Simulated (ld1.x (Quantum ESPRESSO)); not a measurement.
## Bi: one change to a TM potential, before and after

```json
{
 "Element": "Bi",
 "Generator": "ld1.x (Quantum ESPRESSO) 7.5",
 "Type": "norm-conserving Troullier–Martins (Kleinman–Bylander form)",
 "Functional": "PBE",
 "Relativity": "scalar-relativistic",
 "Frozen core": "[Xe] 4f14",
 "Valence charge": "15",
 "Reference configuration": "5d10 6s2 6p3",
 "Partial waves": "6s (bound): rc 1.70 bohr; 6p (bound): rc 2.20 bohr; 5d (bound): rc 1.90 bohr",
 "Local potential": "the d channel",
 "Core correction": "none"
}
```

Change: core correction a·sin(br)/r model core inside 1.28 bohr.

Cutoffs: the cutoffs (Ry, on a coarse ladder) from which the occupation-weighted sum of valence levels, in a spherical-Bessel basis at the reference potential, stays within 10 and 1 mRy of its value at 400 Ry; they do not see the model core or the augmentation charge, which bear on the density cutoff. Errors are all-electron minus pseudo energies relative to the spin-unpolarised reference configuration.

Q: Predict the effect on cutoff, ghosts and configuration errors.

A: The potential gets neither clearly harder nor softer (55 Ry and 90 Ry → 55 Ry and 90 Ry); both files keep a bound ghost (p, s); of the 6 tests that both files solve, the error grows in 5 and shrinks in 0 by more than 15 % and 0.3 meV (median size 13.9 → 19.3 meV). A model core, the more so a compact one, raises the density cutoff, which this test does not measure.

```tsv
quantity	base	changed
cutoff, loose	55 Ry	55 Ry
cutoff, tight	90 Ry	90 Ry
bound ghosts	s, p	s, p
tests counted (converged, no solver errors)	6 of 7	6 of 7
error for 5d10 6s2 6p2, meV [ΔE 7.91 eV]	-5.3	-5.9
error for 5d10 6s2 6p1, meV [ΔE 23.16 eV]	-15	-20
error for 5d10 6s2 6p0, meV [ΔE 46.50 eV]	-13	-38
error for 5d10 6s0 6p5, meV [ΔE 20.50 eV]	-30	-43
error for 5d10 6s1 6p4, meV [ΔE 10.08 eV]	-7.6	-11
error for 5d10 6s1 6p3, meV [ΔE 18.73 eV]	-15	-19
s: phases at 2.40 bohr within 0.05 rad from the reference energy up to (Ry; the scan ends near 5)	3.2	3.2
p: phases at 2.40 bohr within 0.05 rad from the reference energy up to (Ry; the scan ends near 5)	to the end of the scan	to the end of the scan
d: phases at 2.40 bohr within 0.05 rad from the reference energy up to (Ry; the scan ends near 5)	to the end of the scan	to the end of the scan
```

Base: Tests not counted: 5d9 6s2 6p3 (pseudo-atom not self-consistent, printed error -1558 eV). Changed file: Tests not counted: 5d9 6s2 6p3 (solver errors, printed error -1586 eV). A true bound ghost makes a file unfit for plane-wave use even where its test errors are small: the radial tests pick states by their node count and pass the ghost by. Where a test does run into it, the solver fails or the error is huge.
